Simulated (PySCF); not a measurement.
Compound: H14NPSi5.
Structure used (PBE0-D3(BJ)/def2-SVP), in Å, numbered top down from 1:
```
atom  x, y, z in Å
Si1   -1.8960   -1.4220    1.6073
N2    -1.5651   -0.1152    0.4797
Si3   -2.6472    0.2088   -0.8724
Si4   -0.0989    0.8383    0.5973
P5     1.0447    0.5703   -1.3321
Si6    3.0805    1.1594   -0.5594
Si7    1.2735   -1.6663   -1.1151
H8    -1.2734   -2.7122    1.1767
H9    -1.3629   -1.0655    2.9546
H10   -3.3752   -1.6170    1.6765
H11   -2.3676    1.5922   -1.3587
H12   -4.0629    0.1021   -0.4105
H13   -2.4412   -0.7535   -1.9977
H14    0.6672    0.3603    1.7900
H15   -0.3972    2.2949    0.7474
H16    4.0653    1.0391   -1.6744
H17    3.5360    0.3106    0.5867
H18    3.0122    2.5823   -0.1083
H19    2.4569   -2.0953   -1.9202
H20    1.4798   -2.0803    0.3088
H21    0.0463   -2.3282   -1.6460
```

Level of theory: core-valence-separated Tamm–Dancoff BHandHLYP/aug-pcX-1 (pcseg-1 on H, def2-SVPD on Si, def2-SVPD on P) in PySCF, non-relativistic, gas phase, PBE0-D3(BJ)/def2-SVP geometry. No empirical shift is added; at this level the pattern usually sits a few eV under experiment.

The lowest roots of each edge with f over 0.003 (five at most, numbered afresh; weaker and dark ones are left out), with transition dipoles (au) in the frame of the coordinates:

| root | edge | E (eV) | μx | μy | μz |
| --- | --- | --- | --- | --- | --- |
| 1 | N | 400.16 | -0.0450 | -0.0069 | -0.0110 |
| 2 | N | 400.20 | -0.0002 | -0.0429 | -0.0110 |
| 3 | N | 400.31 | -0.0228 | -0.0226 | 0.0321 |
| 4 | N | 400.34 | -0.0163 | 0.0089 | -0.0328 |
| 5 | N | 400.57 | 0.0056 | -0.0085 | 0.0251 |

Q: What are the oscillator strengths?

A: f = (2/3) ΔE |μ|², with ΔE in hartree (27.2114 eV):

```json
{"root": "1", "ΔE (Eh)": "14.7056", "|μ|² (au)": "0.002194", "f": "0.021", "core hole on": "N2"}
{"root": "2", "ΔE (Eh)": "14.7072", "|μ|² (au)": "0.001961", "f": "0.019", "core hole on": "N2"}
{"root": "3", "ΔE (Eh)": "14.7112", "|μ|² (au)": "0.002061", "f": "0.020", "core hole on": "N2"}
{"root": "4", "ΔE (Eh)": "14.7121", "|μ|² (au)": "0.001421", "f": "0.014", "core hole on": "N2"}
{"root": "5", "ΔE (Eh)": "14.7207", "|μ|² (au)": "0.000734", "f": "0.007", "core hole on": "N2"}
```

Q: Molecules are fixed in this frame and the field points along z. What effective strengths 3 f cos²θ do the roots have (θ between field and μ)?

A: root 1 (N2): 0.004, root 2 (N2): 0.004, root 3 (N2): 0.030, root 4 (N2): 0.032, root 5 (N2): 0.019. Averaged over all orientations cos²θ is 1/3, which gives f back.

Rough CPU time on one thread of a shared machine: about 80 s.

One conformer stands for the species.
